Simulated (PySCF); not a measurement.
C7H11O2 (charge +1).
Atom-mapped SMILES: `[CH3:1]/[CH:2]=[CH:3]\[CH2:4][C+:5]1[O:6][CH2:7][CH2:8][O:9]1` (hydrogens: H10, H11, H12 on C1; H13 on C2; H14 on C3; H15, H16 on C4; H17, H18 on C7; H19, H20 on C8)

Computed, not measured: PySCF 2.14.0, PBE0-D3(BJ)/def2-SVP geometry optimisation, gas phase.

**Question.** What internal coordinates does the optimisation give?

**Answer.** 
| bond | length (bohr) |
| --- | --- |
| C1–C2 | 2.809 |
| C2=C3 | 2.533 |
| C3–C4 | 2.873 |
| C4–C5 | 2.774 |
| C5–O6, C5–O9 | 2.419 |
| O6–C7, C8–O9 | 2.747 |
| C7–C8 | 2.896 |
| C1–H10, C1–H11, C1–H12 | 2.080 |
| C2–H13 | 2.072 |
| C3–H14 | 2.066 |
| C4–H15, C4–H16 | 2.075 |
| C7–H17 and 3 like bonds | 2.073 |

Bonds in one row agree within 0.02 bohr and their mean is given. A selection of angles:
| angle | degrees |
| --- | --- |
| C2–C1–H10 | 109.9 |
| C2–C1–H11 | 114.2 |
| H10–C1–H11 | 108.4 |
| H10–C1–H12 | 105.8 |
| C1–C2–C3 | 128.6 |
| C1–C2–H13 | 115.6 |
| C3–C2–H13 | 115.8 |
| C2–C3–C4 | 124.6 |
| C2–C3–H14 | 120.0 |
| C4–C3–H14 | 115.5 |
| C3–C4–C5 | 105.2 |
| C3–C4–H15 | 112.6 |
| C3–C4–H16 | 111.1 |
| C5–C4–H15 | 108.9 |
| H15–C4–H16 | 109.9 |
| C4–C5–O6 | 122.3 |
| O6–C5–O9 | 115.3 |
| C5–O6–C7 | 109.8 |
| O6–C7–C8 | 102.5 |
| O6–C7–H17 | 107.3 |
| C8–C7–H17 | 114.6 |
| C8–C7–H18 | 114.4 |
| H17–C7–H18 | 109.9 |

Torsions: C1–C2–C3–C4 0° (synperiplanar); C2–C3–C4–C5 -94° (anticlinal); C3–C4–C5–O6 -83° (synclinal); C4–C5–O6–C7 174° (antiperiplanar); C5–O6–C7–C8 1° (synperiplanar); O6–C7–C8–O9 0° (synperiplanar); C7–C8–O9–C5 -1° (synperiplanar); C4–C5–O9–C8 -175° (antiperiplanar). The mirror-image conformer, all signs reversed, is as good.

C3 (alkene CH carbon) is planar (angles 124.6°, 120.0° and 115.5°, sum 360.0°, 0.00 Å off the plane of its three neighbours). The C–C distances run from 1.340 Å (C2=C3, drawn double) to 1.533 Å (C7–C8, drawn single), a spread of 0.193 Å. The 4 C–O bonds span 1.280 Å (C5–O6, drawn single) to 1.454 Å (C8–O9, drawn single), a spread of 0.174 Å. Of the pairs four or more bonds apart, H11···H15 is among the closest relative to their van der Waals radii: 2.15 Å, 90 % of the sum of Bondi's values. The 5-membered ring C5–O6–C7–C8–O9 has internal angles of 102.5° to 115.3° (sum 540°, against 540° for a flat polygon); it is planar, 0.01 Å rms from its mean plane, widest ring torsion 2°. C2 (alkene CH carbon) is planar (angles 128.6°, 115.8° and 115.6°, sum 360.0°, 0.01 Å off the plane of its three neighbours). C5 (carbon bonded to C and 2 O) is planar (angles 122.3°, 122.3° and 115.3°, sum 359.9°, 0.03 Å off the plane of its three neighbours).

Point group: C1 (no symmetry element, even within 0.4 Å). Stationary, but not proved a minimum.

The run took about 6 min of CPU time (one thread, shared machine). This is the geometry optimisation.
